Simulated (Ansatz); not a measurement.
Clusters of 3 atoms, chalcogenide: r2SCAN-D4/def2-TZVP single points in Ansatz on relaxed structures, gas phase. Each cluster is the lowest isomer that a short search found in that spin, judged at the geometry's level, and lower ones may exist. Core potentials for Au, Hf, Te, no spin–orbit coupling. HOMO and LUMO are taken over both spins. Singlets are spin-restricted. The structures are stationary points that may keep the symmetry of their start. Remarks come from the PBE and PBE0 runs and from stability tests at other levels; not every state was tested.

```
species  atoms    state             geometry  HOMO (eV)  LUMO (eV)  gap (eV)          lowest of the spins relaxed  point group (within 0.1 Å)
 HfTe2⁺      3  doublet   B3LYP-D4/def2-TZVP     -10.25      -9.10      1.15          doublet, of doublet/quartet                         C2v
 HfSe2⁺      3  doublet    PBE0-D4/def2-TZVP     -11.06      -9.78      1.28          doublet, of doublet/quartet                         C2v
 TeAu2⁺      3  doublet    PBE0-D4/def2-TZVP     -11.65     -10.04      1.61          doublet, of doublet/quartet                         C2v
    K2S      3  singlet  r2SCAN-D4/def2-TZVP      -2.25      -0.66      1.59  singlet, of singlet/triplet/quintet                         D∞h
   K2S⁺      3  doublet     PBE-D4/def2-TZVP      -7.86      -6.81      1.05          doublet, of doublet/quartet                         D∞h
  Li2Te      3  singlet     PBE-D4/def2-TZVP      -3.73      -1.32      2.41  singlet, of singlet/triplet/quintet                         C2v
```

**Question.** Estimate the rows for K2Se (singlet, r2SCAN-D4/def2-TZVP geometry); VS2 (doublet, PBE0-D4/def2-TZVP geometry).

**Answer.** 
```
species  atoms    state             geometry  HOMO (eV)  LUMO (eV)  gap (eV)          lowest of the spins relaxed  point group (within 0.1 Å)                              remarks
   K2Se      3  singlet  r2SCAN-D4/def2-TZVP      -2.34      -0.74      1.60  singlet, of singlet/triplet/quintet                         C2v                                    –
    VS2      3  doublet    PBE0-D4/def2-TZVP      -5.98      -4.37      1.61          doublet, of doublet/quartet                         C2v  spin-contaminated (⟨S²⟩ up to 0.93)
```

The gap (eV) runs from 1.05 (K2S⁺) to 2.41 (Li2Te).
